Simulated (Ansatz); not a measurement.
Computed with Ansatz on PBE0-D4/def2-TZVP structures; ΔE is electronic, products minus reactants. CCSD(T)/CBS adds triple-zeta CCSD(T) − MP2 to the extrapolated MP2 energy (def2 sets, frozen cores). This one scheme is used for every species. DFT in def2-TZVPP. One conformer a species, not always the lowest.

Reaction (ligand exchange at the Si–C bond): `C[SiH](F)F` + `O[SiH2]O` → `O[SiH2]O[SiH](F)F` + CH₄

| level | ΔE (eV) |
| --- | --- |
| PBE0 | -1.25 |
| HF/def2-QZVPP | -1.59 |
| MP2/def2-QZVPP | -1.39 |
| HF/CBS(def2) | -1.59 |

**Question.** What does CCSD(T)/CBS give? (An estimate is asked.)

**Answer.** The calculation gave: -1.37 eV. The listed levels differ from it by 0.12, -0.22, -0.02, -0.22 eV.

Largest T1 diagnostic among the species: 0.012.

From PBE to PBE0 (25 % exact exchange), in def2-TZVPP and without D4, ΔE moves by −0.07 eV. The D4 term adds −0.04 eV with B3LYP and −0.03 eV with PBE0; it sums over pairs of atoms, weighted by their polarisabilities, and B3LYP, whose exchange is more repulsive, gets the larger term.

B3LYP here is the variant with VWN-RPA as its local correlation; programs differ in this.
